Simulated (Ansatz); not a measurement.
One change: `B[CH](F)[GeH3]` becomes `BC(F)Cl`.

Ansatz, PBE0-D4/def2-TZVP geometries, multiplicity 1. 

Scalar relativity is left out up to krypton.

```
                                          property  `B[CH](F)[GeH3]`
    size of the dipole moment (PBE/def2-TZVPP) / D              1.60
  size of the dipole moment (B3LYP/def2-TZVPP) / D              1.64
               HOMO–LUMO gap (PBE/def2-TZVPP) / eV              4.72
size of the dipole moment (ωB97M-V/def2-TZVPP) / D              1.66
                HOMO energy (PBE0/def2-TZVPP) / eV             -8.15
             HOMO energy (ωB97M-V/def2-TZVPP) / eV            -10.35
```

(1) Give the same properties after the change, and the shifts. (Estimate.)

Results:

(1) Ansatz gave: 
```
                                          property  `BC(F)Cl`  shift
    size of the dipole moment (PBE/def2-TZVPP) / D       1.26  -0.34
  size of the dipole moment (B3LYP/def2-TZVPP) / D       1.30  -0.34
               HOMO–LUMO gap (PBE/def2-TZVPP) / eV       5.75   1.03
size of the dipole moment (ωB97M-V/def2-TZVPP) / D       1.31  -0.35
                HOMO energy (PBE0/def2-TZVPP) / eV      -9.11  -0.96
             HOMO energy (ωB97M-V/def2-TZVPP) / eV     -11.41  -1.06
```

With PBE0 the HOMO falls by 0.96 eV and the LUMO rises by 0.35 eV, so the gap widens by about 1.31 eV. PBE moves the HOMO by -0.78 eV and ωB97M-V by -1.06 eV. Dipoles are sizes alone; their direction can turn.

B3LYP here is the variant with VWN-RPA as its local correlation; programs differ in this.
